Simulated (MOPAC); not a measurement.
A run for MOPAC: PM7 on H3NSTe (SMILES N[Te]S), a point of a torsion scan.

```
PM7 1SCF PRECISE CHARGE=0 THREADS=1
H3NSTe

N     -1.42902551 1    -0.00122192 1     0.22792484 1
Te     0.06574347 1    -1.05645992 1     1.08462528 1
S      1.88395025 1    -0.34981310 1    -0.37410753 1
H     -1.27945133 1     0.99794545 1     0.27130508 1
H     -1.59143270 1    -0.25122633 1    -0.73886853 1
H      2.56910322 1    -1.47473721 1    -0.25983889 1
```

The log:

```
*******************************************************************************
 **                                                                           **
 **                              MOPAC v23.2.5                                **
 **                                                                           **
 *******************************************************************************
 ** MOPAC's Digital Object Identifier: https://doi.org/10.5281/zenodo.6511958 **
 **                                                                           **
 ** Please cite the open-source release paper for use of this MOPAC version:  **
 ** J. E. Moussa and J. J. P. Stewart (2026)                                  **
 ** MOPAC: An open-source semiempirical molecular orbital program             **
 ** J. Open Source Softw., 11(119), 8025, https://doi.org/10.21105/joss.08025 **
 *******************************************************************************

                              PM7 CALCULATION RESULTS

 *******************************************************************************
 *  PM7        - The PM7 Hamiltonian to be used
 *
 *
 *
 *                 CHARGE ON SYSTEM = 0
 *
 *
 *
 *  PRECISE    - TIGHTER CRITERIA TO BE USED
 *  1SCF       - DO 1 SCF AND THEN STOP
 *  THREADS=1  - MULTI-THREADING NOT USED
 *  T=         - A TIME OF 172800.0 SECONDS REQUESTED
 *  DUMP=N     - RESTART FILE WRITTEN EVERY 7200.0 SECONDS REQUESTED
 *******************************************************************************
PM7 1SCF PRECISE CHARGE=0 THREADS=1
 H3NSTe

   ATOM   CHEMICAL          X               Y               Z
  NUMBER   SYMBOL      (ANGSTROMS)     (ANGSTROMS)     (ANGSTROMS)

     1       N         -1.42902551  *  -0.00122192  *   0.22792484  *
     2      Te          0.06574347  *  -1.05645992  *   1.08462528  *
     3       S          1.88395025  *  -0.34981310  *  -0.37410753  *
     4       H         -1.27945133  *   0.99794545  *   0.27130508  *
     5       H         -1.59143270  *  -0.25122633  *  -0.73886853  *
     6       H          2.56910322  *  -1.47473721  *  -0.25983889  *



          CARTESIAN COORDINATES

    NO.       ATOM           X           Y           Z

     1         N         -1.4290     -0.0012      0.2279
     2        Te          0.0657     -1.0565      1.0846
     3         S          1.8840     -0.3498     -0.3741
     4         H         -1.2795      0.9979      0.2713
     5         H         -1.5914     -0.2512     -0.7389
     6         H          2.5691     -1.4747     -0.2598

 General Reference for PM7:
 "Optimization of Parameters for Semiempirical Methods VI: More Modifications to the
 NDDO Approximations and Re-optimization of Parameters", J. J. P. Stewart, J. Mol. Mod., 1:32, 19 (2013)
 https://link.springer.com/article/10.1007/s00894-012-1667-x

           Empirical Formula: H3 N Te S  =     6 atoms



      MOLECULAR POINT GROUP   :   C1


      RHF CALCULATION, NO. OF DOUBLY OCCUPIED LEVELS = 10


 -------------------------------------------------------------------------------
 PM7 1SCF PRECISE CHARGE=0 THREADS=1
 H3NSTe



     1SCF WAS SPECIFIED, SO BFGS WAS NOT USED
     SCF FIELD WAS ACHIEVED


                              PM7 CALCULATION
                                                       MOPAC v23.2.5 Linux




          FINAL HEAT OF FORMATION =         15.84582 KCAL/MOL =      66.29893 KJ/MOL


          COSMO AREA              =        116.22 SQUARE ANGSTROMS
          COSMO VOLUME            =        106.06 CUBIC ANGSTROMS

          IONIZATION POTENTIAL    =          7.981291 EV
          HOMO LUMO ENERGIES (EV) =         -7.981 -1.219
          NO. OF FILLED LEVELS    =         10
          MOLECULAR WEIGHT        =        176.6904         POINT GROUP:  C1

          MOLECULAR DIMENSIONS (Angstroms)

            Atom       Atom       Distance
            H     6    H     4     4.60518
           Te     2    S     3     2.05462
           Te     2    H     5     1.69244


          SCF CALCULATIONS        =          1





   ATOM   CHEMICAL          X               Y               Z
  NUMBER   SYMBOL      (ANGSTROMS)     (ANGSTROMS)     (ANGSTROMS)

     1       N         -1.42902551  *  -0.00122192  *   0.22792484  *
     2      Te          0.06574347  *  -1.05645992  *   1.08462528  *
     3       S          1.88395025  *  -0.34981310  *  -0.37410753  *
     4       H         -1.27945133  *   0.99794545  *   0.27130508  *
     5       H         -1.59143270  *  -0.25122633  *  -0.73886853  *
     6       H          2.56910322  *  -1.47473721  *  -0.25983889  *

                             CARTESIAN COORDINATES

   1    N       -1.429025510    -0.001221920     0.227924840
   2   Te        0.065743470    -1.056459920     1.084625280
   3    S        1.883950250    -0.349813100    -0.374107530
   4    H       -1.279451330     0.997945450     0.271305080
   5    H       -1.591432700    -0.251226330    -0.738868530
   6    H        2.569103220    -1.474737210    -0.259838890


           Empirical Formula: H3 N Te S  =     6 atoms



      MOLECULAR POINT GROUP   :   C1


                  EIGENVALUES
 -48.14955 -32.79880 -25.47369 -16.73910 -14.43379 -13.53489 -10.99949 -10.20554
 -10.06161  -7.98129  -1.21943  -0.72825  -0.54838  -0.45315  -0.40866   0.33300
   1.16608   2.88601   5.53480   6.28447


              NET ATOMIC CHARGES AND DIPOLE CONTRIBUTIONS

  ATOM NO.   TYPE          CHARGE      No. of ELECS.   s-Pop       p-Pop       d-Pop
    1          N          -0.777053        5.7771     1.69949     4.07756
    2         Te           0.488083        5.5119     1.92620     3.58571
    3          S          -0.439698        6.4397     1.91443     4.38834     0.13693
    4          H           0.270320        0.7297     0.72968
    5          H           0.269466        0.7305     0.73053
    6          H           0.188881        0.8111     0.81112
 DIPOLE           X         Y         Z       TOTAL
 POINT-CHG.     0.119    -2.101     1.642     2.669
 HYBRID         0.781     1.063    -1.778     2.214
 SUM            0.900    -1.038    -0.136     1.380


          ATOMIC ORBITAL ELECTRON POPULATIONS

     Atom    s        px        py        pz      x^2-y^2     xz        z^2       yz        xy
    1  N   1.69949   1.47087   1.24266   1.36403
    2 Te   1.92620   0.67979   1.56777   1.33816
    3  S   1.91443   1.34388   1.34192   1.70255   0.02176   0.01895   0.02401   0.01134   0.06086
    4  H   0.72968
    5  H   0.73053
    6  H   0.81112

 **********************
 *                    *
 * JOB ENDED NORMALLY *
 *                    *
 **********************




 == MOPAC DONE ==
```

The run finished.

Cost: roughly 0.020 core-seconds.
